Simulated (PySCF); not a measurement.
Isomers of C8H13N, mass 123.105 u with the commonest isotopes. Computed with PBE0/pcSseg-1 in PySCF (dipole) on a GFN2-xTB geometry, gas phase. One conformer each, none proved a minimum here; rigid rotors.

Question: Order these by radius of gyration √(Σ m r²/M), smallest first.
A. `[H]/[N:2]=[CH:3]\[C@@H:4]1[CH2:5][CH2:6][C@@H:7]2[CH2:8][C@@H:9]2[CH2:10]1` with N2–C3–C4–C5 -121°, C3–C4–C5–C6 171°, C4–C5–C6–C7 50°, C5–C6–C7–C8 54°, C6–C7–C8–C9 -110°
B. `[CH3:1][C@@H:2]1[CH2:3][CH2:4][CH2:5][C@@H:6]1[CH2:7][C:8]#[N:9]` with C5–C6–C7–C8 67°, C1–C2–C3–C4 -83°, C2–C3–C4–C5 -22°, C3–C4–C5–C6 -4°, C4–C5–C6–C7 154°
C. `[CH2:1]=[CH:2][C:3](=[CH2:4])[N:5]1[CH2:6][CH2:7][CH2:8][CH2:9]1` with C1–C2–C3–C4 37°, C2–C3–N5–C6 25°, C3–N5–C6–C7 148°, N5–C6–C7–C8 28°, C6–C7–C8–C9 -38°, C7–C8–C9–N5 35°
D. `[CH2:1]1[CH2:2][C:3](=[N:4][CH:5]2[CH2:6][CH2:7][CH2:8]2)[CH2:9]1` with C3–N4–C5–C6 -172°, C9–C1–C2–C3 1°, C1–C2–C3–N4 179°, N4–C5–C6–C7 -128°, C5–C6–C7–C8 10°
E. `[CH2:1]=[C:2]([CH2:3][C:4]#[N:5])[C:6]([CH3:7])([CH3:8])[CH3:9]` with C1–C2–C3–C4 -90°

Answer: E (2.125 Å), A (2.158 Å), C (2.197 Å), B (2.224 Å), D (2.359 Å).

Question: Order these by dipole moment, largest first.
A. `[CH3:1][C@@H:2]1[CH2:3][CH2:4][CH2:5][C@@H:6]1[CH2:7][C:8]#[N:9]` with C5–C6–C7–C8 67°, C1–C2–C3–C4 -83°, C2–C3–C4–C5 -22°, C3–C4–C5–C6 -4°, C4–C5–C6–C7 154°
B. `[CH2:1]=[C:2]([CH2:3][C:4]#[N:5])[C:6]([CH3:7])([CH3:8])[CH3:9]` with C1–C2–C3–C4 -90°
C. `[CH:1]1=[CH:2][CH2:3][N:4]([CH:5]2[CH2:6][CH2:7][CH2:8]2)[CH2:9]1` with C3–N4–C5–C6 -66°, C1–C2–C3–N4 8°, C2–C3–N4–C5 -142°, N4–C5–C6–C7 -131°, C5–C6–C7–C8 14°
D. `[H]/[N:2]=[CH:3]\[C@@H:4]1[CH2:5][CH2:6][C@@H:7]2[CH2:8][C@@H:9]2[CH2:10]1` with N2–C3–C4–C5 -121°, C3–C4–C5–C6 171°, C4–C5–C6–C7 50°, C5–C6–C7–C8 54°, C6–C7–C8–C9 -110°
E. `[CH2:1]1[CH2:2][C:3](=[N:4][CH:5]2[CH2:6][CH2:7][CH2:8]2)[CH2:9]1` with C3–N4–C5–C6 -172°, C9–C1–C2–C3 1°, C1–C2–C3–N4 179°, N4–C5–C6–C7 -128°, C5–C6–C7–C8 10°

Answer: A (4.27 D), B (3.95 D), D (2.68 D), E (1.85 D), C (0.69 D).

Question: Order these by out-of-plane moment Σ m c² = (Ia + Ib − Ic)/2, largest first.
A. `[CH2:1]=[CH:2][C:3](=[CH2:4])[N:5]1[CH2:6][CH2:7][CH2:8][CH2:9]1` with C1–C2–C3–C4 37°, C2–C3–N5–C6 25°, C3–N5–C6–C7 148°, N5–C6–C7–C8 28°, C6–C7–C8–C9 -38°, C7–C8–C9–N5 35°
B. `[CH2:1]1[CH2:2][C:3](=[N:4][CH:5]2[CH2:6][CH2:7][CH2:8]2)[CH2:9]1` with C3–N4–C5–C6 -172°, C9–C1–C2–C3 1°, C1–C2–C3–N4 179°, N4–C5–C6–C7 -128°, C5–C6–C7–C8 10°
C. `[H]/[N:2]=[CH:3]\[C@@H:4]1[CH2:5][CH2:6][C@@H:7]2[CH2:8][C@@H:9]2[CH2:10]1` with N2–C3–C4–C5 -121°, C3–C4–C5–C6 171°, C4–C5–C6–C7 50°, C5–C6–C7–C8 54°, C6–C7–C8–C9 -110°
D. `[CH:1]1=[CH:2][CH2:3][N:4]([CH:5]2[CH2:6][CH2:7][CH2:8]2)[CH2:9]1` with C3–N4–C5–C6 -66°, C1–C2–C3–N4 8°, C2–C3–N4–C5 -142°, N4–C5–C6–C7 -131°, C5–C6–C7–C8 14°
E. `[CH3:1][C@@H:2]1[CH2:3][CH2:4][CH2:5][C@@H:6]1[CH2:7][C:8]#[N:9]` with C5–C6–C7–C8 67°, C1–C2–C3–C4 -83°, C2–C3–C4–C5 -22°, C3–C4–C5–C6 -4°, C4–C5–C6–C7 154°
F. `[CH2:1]=[C:2]([CH2:3][C:4]#[N:5])[C:6]([CH3:7])([CH3:8])[CH3:9]` with C1–C2–C3–C4 -90°

Answer: F (78.89 u·Å²), E (36.62 u·Å²), C (32.76 u·Å²), B (30.66 u·Å²), A (16.00 u·Å²), D (13.40 u·Å²).

```json
{"SMILES": "C[C@@H]1CCC[C@@H]1CC#N", "point group": "C1", "Ia (u·Å²)": "165.18", "Ib (u·Å²)": "480.51", "Ic (u·Å²)": "572.44", "κ": "-0.84", "μa (D)": "3.92", "μb (D)": "1.71", "μc (D)": "0.06"}
{"SMILES": "[H]/N=C\\[C@@H]1CC[C@@H]2C[C@@H]2C1", "point group": "C1", "Ia (u·Å²)": "142.44", "Ib (u·Å²)": "463.42", "Ic (u·Å²)": "540.34", "κ": "-0.88", "μa (D)": "2.56", "μb (D)": "0.32", "μc (D)": "0.73"}
{"SMILES": "C=C(CC#N)C(C)(C)C", "point group": "C1", "Ia (u·Å²)": "207.25", "Ib (u·Å²)": "427.78", "Ic (u·Å²)": "477.25", "κ": "-0.82", "μa (D)": "3.21", "μb (D)": "1.16", "μc (D)": "1.98"}
{"SMILES": "C1CC(=NC2CCC2)C1", "point group": "C1", "Ia (u·Å²)": "102.49", "Ib (u·Å²)": "613.46", "Ic (u·Å²)": "654.61", "κ": "-0.98", "μa (D)": "1.01", "μb (D)": "1.48", "μc (D)": "0.48"}
{"SMILES": "C1=CCN(C2CCC2)C1", "point group": "Cs", "Ia (u·Å²)": "113.88", "Ib (u·Å²)": "480.54", "Ic (u·Å²)": "567.63", "κ": "-0.91", "μa (D)": "0.30", "μb (D)": "0.00", "μc (D)": "0.63"}
{"SMILES": "C=CC(=C)N1CCCC1", "point group": "C1", "Ia (u·Å²)": "144.96", "Ib (u·Å²)": "465.00", "Ic (u·Å²)": "577.95", "κ": "-0.84", "μa (D)": "1.61", "μb (D)": "1.10", "μc (D)": "0.22"}
```
